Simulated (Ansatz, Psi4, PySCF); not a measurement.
F3Sn, doublet, at a GFN2-xTB geometry (such geometries of metal compounds can be far from the true shape) (the spin is typed, not shown lowest) (core potentials on Sn). Base run: WB97X/def2-SVPD (PySCF).

The PySCF input:
```python
from pyscf import gto, scf, dft

mol = gto.M(
    atom='''
Sn   -0.025325    0.045338    0.108720
F    -1.772595   -1.241490   -0.142447
F     0.032899    1.905935   -1.034413
F     1.880389   -0.916323    0.572862
''',
    basis='def2-svpd',
    ecp={'Sn': 'def2-svpd'},
    charge=0,
    spin=1,
    verbose=4,
)

mf = dft.UKS(mol)
mf.xc = 'wb97x'
mf.kernel()
```

The same geometry, method and basis name were run in Ansatz (a quantum-chemistry and plane-wave program) and Psi4 and PySCF, at each program's defaults and at the settings that a row names. The base is PySCF at its defaults. Differences at the defaults can come from grids, fitting, cores and function types together. The rows with settings made alike still differ; the cause (another SCF solution, basis table, core potential or functional code) wasn't traced.

```json
[
 {"code and settings": "PySCF, defaults (exact integrals, its default grid, spherical functions)", "ΔE vs base (µEh)": "0.0", "basis functions": "101", "E (Eh)": "-513.59593", "SCF cycles": "13", "dipole (D)": "1.66"},
 {"code and settings": "Psi4, defaults (density fitting with its default set, its default grid, spherical functions)", "ΔE vs base (µEh)": "-5101", "basis functions": "101", "E (Eh)": "-513.60103", "SCF cycles": "11", "dipole (D)": "1.66"},
 {"code and settings": "Ansatz, defaults (factorised integrals, its default grid, spherical functions)", "ΔE vs base (µEh)": "63.1", "basis functions": "101", "E (Eh)": "-513.59586", "SCF cycles": "-", "dipole (D)": "-"},
 {"code and settings": "PySCF, density fitting with def2-universal-jkfit", "ΔE vs base (µEh)": "-6.7", "basis functions": "101", "E (Eh)": "-513.59593", "SCF cycles": "13", "dipole (D)": "1.66"},
 {"code and settings": "PySCF, fine grid", "ΔE vs base (µEh)": "110", "basis functions": "101", "E (Eh)": "-513.59582", "SCF cycles": "13", "dipole (D)": "1.66"},
 {"code and settings": "Psi4, exact integrals, spherical functions, fine grid", "ΔE vs base (µEh)": "796", "basis functions": "101", "E (Eh)": "-513.59513", "SCF cycles": "15", "dipole (D)": "1.66"},
 {"code and settings": "Ansatz, high accuracy", "ΔE vs base (µEh)": "62.4", "basis functions": "101", "E (Eh)": "-513.59586", "SCF cycles": "-", "dipole (D)": "-"}
]
```

Open shells are given as the SCF converged; they aren't shown to be the lowest states, and a large step between rows can be another state.
